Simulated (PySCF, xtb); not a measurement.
C₂H₆Te, SMILES C[Te]C.

GFN2-xTB in xtb at its own geometry gives an orbital gap of 4.19 eV and a dipole moment of 1.15 D.

The structure is a stationary point at B3LYP-D3(BJ)/def2-SVP. The def2 effective core potentials stand for the cores of Te; spin–orbit coupling is left out.

Task: What does PBE0/def2-TZVPD (PySCF) give? (Estimate from the structure and the level; the computed values follow.)

Result: gap 5.01 eV (levels -5.71 and -0.69 eV), dipole 1.28 D.
